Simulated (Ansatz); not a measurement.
C4H12SSi (SMILES CS[Si](C)(C)C), singlet, at a GFN2-xTB geometry; B3LYP/def2-SVP in Ansatz (a first-principles code).

The Ansatz input:
Ansatz 0.2 input:
```yaml
crystal:
  periodic: [false, false, false]
  atoms:
    - {symbol: C, position_ang: [2.37749626, 0.16449954, -0.53742260]}
    - {symbol: S, position_ang: [1.25806683, 0.35802470, 0.88555921]}
    - {symbol: Si, position_ang: [-0.66080872, -0.09018303, -0.04277065]}
    - {symbol: C, position_ang: [-0.62196361, -1.85937592, -0.75627904]}
    - {symbol: C, position_ang: [-1.93016671, 0.06632959, 1.35915454]}
    - {symbol: C, position_ang: [-0.99957654, 1.16816199, -1.43649120]}
    - {symbol: H, position_ang: [2.32438837, -0.85317965, -0.90985656]}
    - {symbol: H, position_ang: [2.10879468, 0.87245995, -1.31448241]}
    - {symbol: H, position_ang: [3.37893036, 0.37412683, -0.17704940]}
    - {symbol: H, position_ang: [-1.60898073, -2.16173843, -1.09229826]}
    - {symbol: H, position_ang: [-0.29210900, -2.57815248, -0.01116189]}
    - {symbol: H, position_ang: [0.04860932, -1.93577302, -1.60805597]}
    - {symbol: H, position_ang: [-2.93229535, -0.13568152, 0.99559217]}
    - {symbol: H, position_ang: [-1.71760246, -0.63280301, 2.16146050]}
    - {symbol: H, position_ang: [-1.92329346, 1.06424756, 1.78548260]}
    - {symbol: H, position_ang: [-0.31762488, 1.03722290, -2.27242996]}
    - {symbol: H, position_ang: [-0.89250632, 2.18914755, -1.08047760]}
    - {symbol: H, position_ang: [-2.00879381, 1.05659933, -1.82065186]}
basis:
  gaussian:
    orbitals: def2-SVP
hamiltonian:
  xc: b3lyp
```

Write the output that Ansatz gives for this input, abridged.


```
Functional definition: B3LYP
1729 factors; their error is unknown
mean field evaluation 1: about -23034.8466 eV, gradient 8.1e1 eV
mean field evaluation 2: about -23028.3962 eV, gradient 9.1e1 eV
mean field evaluation 4: about -23050.6451 eV, gradient 3.3e0 eV
mean field evaluation 8: about -23050.6735 eV, gradient 5.5e-2 eV
mean field evaluation 16: about -23050.7281 eV, gradient 3.6e-5 eV
mean field -23050.72807786 eV, -847.0986325168 hartree, gradient 3.6e-5 eV, S^2 0.000000; 0 other end points of the search recorded, 0 dependent functions left out
reference -23050.72836951 eV, -847.0986432348 hartree; 33, 33 occupied and 119, 119 virtual orbitals, 1729 factors
Total energy: -23050.72836951 eV, -847.0986432348 hartree
```
